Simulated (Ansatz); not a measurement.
Species: SSi, SMILES `[Si-]#[S+]` with one electron removed (charge 1, multiplicity 2).

### Question
Give a relaxed geometry from Ansatz (a quantum-chemistry and plane-wave program) with PBE0-D4/def2-TZVP.

### Answer
the end point of this relaxation (outside a Z-matrix the atoms follow the SMILES, hydrogens last).
Cartesian coordinates (Å) in one orientation:
```xyz
2

Si     1.036     0.000     0.000
S     -1.036     0.000     0.000
```
